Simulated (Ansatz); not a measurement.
Calculated with Ansatz (gas phase, PBE0-D4/def2-TZVP geometries, no zero-point term in ΔE). CCSD(T)/CBS adds triple-zeta CCSD(T) − MP2 to the extrapolated MP2 energy (def2 sets, frozen cores). This one scheme is used for every species. Functionals use def2-TZVPP. One conformer a species, not always the lowest.

`O[SiH](Cl)C#C[SiH](Cl)Cl` + `CF` → `O[SiH](Cl)CF` + `C#C[SiH](Cl)Cl`  (formal exchange of groups at the Si–C bond)

`O[SiH](Cl)C#C[SiH](Cl)Cl`:

```xyz
11

O     2.117    1.731    1.377
Si    0.505    1.796    1.185
Cl   -0.067    3.430    0.095
C    -0.105    0.336    0.273
C    -0.495   -0.644   -0.327
Si   -1.096   -2.090   -1.239
Cl   -1.328   -3.641    0.057
Cl    0.273   -2.579   -2.665
H     2.673    1.599    0.607
H    -0.088    1.876    2.527
H    -2.387   -1.813   -1.890
```

`CF`:

Z-matrix (Å, degrees):
```
C
F 1 1.376
H 1 1.092 2 109.1
H 1 1.092 2 109.1 3 -120.0
H 1 1.092 2 109.1 3 120.0
```

`O[SiH](Cl)CF`:

Z-matrix (Å, degrees):
```
Si
Cl 1 2.053
C 1 1.886 2 107.6
O 1 1.630 2 111.3 3 -120.8
H 1 1.476 2 108.5 3 121.3
F 3 1.394 1 108.6 2 -72.4
H 3 1.094 1 112.6 2 47.7
H 3 1.096 1 110.7 2 169.1
H 4 0.960 1 117.4 2 68.1
```

`C#C[SiH](Cl)Cl`:

Cartesian coordinates in Å:
```
C -0.812 -0.183 -1.831
C -0.311 -0.106 -0.738
Si 0.450 -0.017 0.899
Cl 1.737 1.561 0.955
Cl -1.005 0.239 2.301
H -1.256 -0.247 -2.799
H 1.196 -1.247 1.212
```

```csv
species,ωB97X-V energy (Eh)
`O[SiH](Cl)C#C[SiH](Cl)Cl`,-2112.78320
`CF`,-139.75482
`O[SiH](Cl)CF`,-965.30573
`C#C[SiH](Cl)Cl`,-1287.21342
```

Work out ΔE.

ΔE = (-965.30573) + (-1287.21342) − (-2112.78320) − (-139.75482) = 0.01887 Eh = +0.51 eV. CCSD(T)/CBS gives +0.57 eV.

Largest T1 diagnostic among the species: 0.011.
